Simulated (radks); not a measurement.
The numbers below are computed, except where a source is named.
Species: Rb5+. Configuration: [Ar] 3d10 4s2 4p2.

Level of theory: scalar-relativistic Kohn-Sham, revPBE, spin-polarised, spherical densities, finite nucleus; open shells are filled with parallel spins first (spin-orbit coupling, left out, can overturn this in heavy ions); Fermi nuclear charge, rms radius 4.2036 fm (a radial shooting solver on a logarithmic mesh with Libxc functionals).

Energy parts (eV):
| part | energy |
|---|---|
| total | -80935.329 |
| kinetic | 82897.749 |
| electron-nucleus | -192815.151 |
| Hartree | 31670.362 |
| exchange-correlation | -2688.289 |

Orbitals (lengths in bohr, moments of r in powers of bohr; <r^-3> diverges for s and p1/2; r(max) is where P^2 peaks; r(90%) holds 90 % of the orbital's charge):
| orbital | occ. | eigenvalue (eV) | r(max) | r(90%) | <r^-3> | <r> |
|---|---|---|---|---|---|---|
| 1s up | 1 | -15107.29 | 0.02628 | 0.0721 | - | 0.04029 |
| 1s down | 1 | -15107.05 | 0.02628 | 0.0721 | - | 0.04029 |
| 2s up | 1 | -2079.871 | 0.1495 | 0.275 | - | 0.1778 |
| 2s down | 1 | -2079.739 | 0.1495 | 0.275 | - | 0.1778 |
| 2p up | 3 | -1851.875 | 0.1196 | 0.253 | 1644 | 0.1551 |
| 2p down | 3 | -1851.640 | 0.1196 | 0.253 | 1644 | 0.1551 |
| 3s up | 1 | -368.4797 | 0.4506 | 0.757 | - | 0.5097 |
| 3s down | 1 | -368.1814 | 0.4507 | 0.756 | - | 0.5095 |
| 3p up | 3 | -295.2664 | 0.4460 | 0.787 | 250.1 | 0.5175 |
| 3p down | 3 | -294.9218 | 0.4462 | 0.786 | 250.2 | 0.5171 |
| 3d up | 5 | -174.2088 | 0.3925 | 0.848 | 31.16 | 0.5218 |
| 3d down | 5 | -173.7870 | 0.3925 | 0.844 | 31.26 | 0.5201 |
| 4s up | 1 | -94.9075 | 1.212 | 1.92 | - | 1.332 |
| 4s down | 1 | -91.6649 | 1.203 | 1.93 | - | 1.331 |
| 4p up | 2 | -76.2750 | 1.320 | 2.13 | 35.13 | 1.464 |
| 4p down | 0 | -73.0214 | 1.314 | 2.15 | 35.21 | 1.472 |

The highest occupied level is 4p up at -76.275 eV. Summed over all electrons, <r^2> = 14.87 bohr^2, which gives a Langevin (diamagnetic) susceptibility term of -11.8 x 10^-6 cm^3/mol. The spin density at the nucleus is -1.453 e/bohr^3 (1s -0.549, 2s 0.156, 3s 0.138, 4s -1.198). The electron density at the nucleus is 5.585e+04 e/bohr^3 (large components only). The density falls to 0.001 e/bohr^3 at r = 2.85 bohr. Spin moment in Bohr magnetons: 2.
